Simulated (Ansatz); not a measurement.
Stretching the C3–H4 bond in CH4Sn (SMILES [CH3][SnH]) (multiplicity 1 held, fragments rigid). Energies count from the point at 1.093 Å.
Geometry at that point (charge 0, multiplicity 1):
```xyz
6

Sn     0.00984     0.25050     0.24519
H     -0.34595     1.41340    -1.06485
C     -0.01334    -1.45640    -1.15807
H      0.73725    -1.29419    -1.93601
H     -0.98669    -1.50317    -1.65333
H      0.18357    -2.40265    -0.65673
```

Signs of static correlation in def2-TZVPP, with CASSCF(2,2), from Ansatz (a program for electronic structure) runs.

```json
[
 {"R (Å)": "0.874", "T1 of restricted CCSD": "0.012", "⟨S²⟩ of UHF": "0.165", "largest double amplitude of restricted CCSD": "0.074", "weight of the CASSCF reference in MRCISD": "0.897", "CASSCF natural occupations": "1.99 0.01"},
 {"R (Å)": "0.984", "T1 of restricted CCSD": "0.012", "⟨S²⟩ of UHF": "0.159", "largest double amplitude of restricted CCSD": "0.074", "weight of the CASSCF reference in MRCISD": "0.897", "CASSCF natural occupations": "1.99 0.01"},
 {"R (Å)": "1.093", "T1 of restricted CCSD": "0.012", "⟨S²⟩ of UHF": "0.151", "largest double amplitude of restricted CCSD": "0.074", "weight of the CASSCF reference in MRCISD": "0.896", "CASSCF natural occupations": "1.98 0.02"},
 {"R (Å)": "1.202", "T1 of restricted CCSD": "0.012", "⟨S²⟩ of UHF": "0.143", "largest double amplitude of restricted CCSD": "0.074", "weight of the CASSCF reference in MRCISD": "0.896", "CASSCF natural occupations": "1.98 0.02"},
 {"R (Å)": "1.312", "T1 of restricted CCSD": "0.012", "⟨S²⟩ of UHF": "0.135", "largest double amplitude of restricted CCSD": "0.073", "weight of the CASSCF reference in MRCISD": "0.895", "CASSCF natural occupations": "1.97 0.03"},
 {"R (Å)": "1.476", "T1 of restricted CCSD": "0.014", "⟨S²⟩ of UHF": "0.124", "largest double amplitude of restricted CCSD": "0.073", "weight of the CASSCF reference in MRCISD": "0.895", "CASSCF natural occupations": "1.94 0.06"},
 {"R (Å)": "1.640", "T1 of restricted CCSD": "0.016", "⟨S²⟩ of UHF": "0.196", "largest double amplitude of restricted CCSD": "0.072", "weight of the CASSCF reference in MRCISD": "0.894", "CASSCF natural occupations": "1.91 0.09"},
 {"R (Å)": "1.913", "T1 of restricted CCSD": "0.022", "⟨S²⟩ of UHF": "…", "largest double amplitude of restricted CCSD": "0.074", "weight of the CASSCF reference in MRCISD": "0.894", "CASSCF natural occupations": "1.84 0.16"},
 {"R (Å)": "2.186", "T1 of restricted CCSD": "0.033", "⟨S²⟩ of UHF": "1.034", "largest double amplitude of restricted CCSD": "0.101", "weight of the CASSCF reference in MRCISD": "0.894", "CASSCF natural occupations": "1.72 0.28"},
 {"R (Å)": "2.514", "T1 of restricted CCSD": "…", "⟨S²⟩ of UHF": "1.162", "largest double amplitude of restricted CCSD": "0.228", "weight of the CASSCF reference in MRCISD": "0.894", "CASSCF natural occupations": "1.55 0.45"},
 {"R (Å)": "2.951", "T1 of restricted CCSD": "0.073", "⟨S²⟩ of UHF": "1.222", "largest double amplitude of restricted CCSD": "0.454", "weight of the CASSCF reference in MRCISD": "0.894", "CASSCF natural occupations": "1.33 0.67"},
 {"R (Å)": "3.498", "T1 of restricted CCSD": "0.096", "⟨S²⟩ of UHF": "1.241", "largest double amplitude of restricted CCSD": "0.672", "weight of the CASSCF reference in MRCISD": "0.894", "CASSCF natural occupations": "1.16 0.84"}
]
```

### Question
Some entries are withheld; supply them.

### Answer

- 1.913, ⟨S²⟩ of UHF: 0.776
- 2.514, T1 of restricted CCSD: 0.049

Doubts at one or more of the structures used: a restricted determinant that unrestricted orbitals would lower (R-CCSD(T)/def2-TZVPP); other coupled-cluster roots lie near (R-CCSD(T)/def2-TZVPP); T1 above 0.05 (R-CCSD(T)/def2-TZVPP, U-CCSD(T)/def2-TZVPP); a spin-contaminated determinant (U-CCSD(T)/def2-TZVPP); the program's own flag: large difference (U-CCSD(T)/def2-TZVPP).
